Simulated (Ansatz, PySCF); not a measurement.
System: NCO, charge 0, doublet. NCO (SMILES N#C[O], doublet).
B3LYP-D3(BJ)/def2-TZVP minimum from Ansatz (a first-principles code):
```xyz
3

O      0.0000     0.0000    -1.1348
C      0.0000     0.0000     0.0405
N      0.0000     0.0000     1.2622
```
Charge 0, spin multiplicity 2.

Total energies in hartree (Ansatz). Open shells are spin-unrestricted; no spin-orbit coupling. Correlated methods leave the cores frozen. No relativity. The UHF reference of CNO (N#C[O], doublet) is spin-contaminated (<S^2> up to 0.10 over the pure value in the sets run).

| species | HF/cc-pVTZ | CCSD(T)/cc-pVTZ | HF/cc-pVQZ | CCSD(T)/cc-pVQZ | CCSDT(Q)/cc-pVTZ |
|---|---|---|---|---|---|
| 1: NCO (SMILES N#C[O], doublet) | -167.19057 | -167.75065 | -167.20264 | -167.79891 | -167.75362 |
| 2: O (triplet) | -74.81176 | -74.97396 | -74.81729 | -74.99357 | -74.97430 |
| 3: C (triplet) | -37.69157 | -37.78076 | -37.69331 | -37.78654 | -37.78126 |
| 4: N (quartet) | -54.40069 | -54.51471 | -54.40372 | -54.52482 | -54.51507 |

**Question.** Work out the enthalpy of formation at 298 K (by atomisation, with ideal-gas terms from PySCF's Hessian at B3LYP-D3(BJ)/def2-TZVP and the atoms' measured values of the G2/97 table; no spin-orbit terms) in kcal/mol: take Hartree-Fock from cc-pVQZ, extrapolate the CCSD(T) correlation energy as X^-3 (X = 3, 4), and add CCSDT(Q) - CCSD(T) in cc-pVTZ. The further terms named in the bracket sum to +0.55421 hartree. 1 hartree = 627.51 kcal/mol.

**Answer.** 
Species 1: correlation (64·(-0.59627) - 27·(-0.56008))/37 = -0.62268; step -0.00297; E1 = -167.20264 + (-0.62268) + (-0.00297) = -167.82829
Species 2: correlation (64·(-0.17628) - 27·(-0.16220))/37 = -0.18655; step -0.00034; E2 = -74.81729 + (-0.18655) + (-0.00034) = -75.00418
Species 3: correlation (64·(-0.09323) - 27·(-0.08919))/37 = -0.09618; step -0.00050; E3 = -37.69331 + (-0.09618) + (-0.00050) = -37.78999
Species 4: correlation (64·(-0.12110) - 27·(-0.11402))/37 = -0.12627; step -0.00036; E4 = -54.40372 + (-0.12627) + (-0.00036) = -54.53035
+1·E1 -1·E2 -1·E3 -1·E4 +0.55421 = 0.05044 hartree = 31.7 kcal/mol. Measured: 30.4 kcal/mol, 127.4 kJ/mol (Active Thermochemical Tables 1.112 (ions: stationary electron), as tabulated in the package chemicals); atomic spin-orbit terms, which the calculations lack, would raise the computed values. The composite differs from it by +1.2 kcal/mol; core, relativistic and spin-orbit terms are not in it.
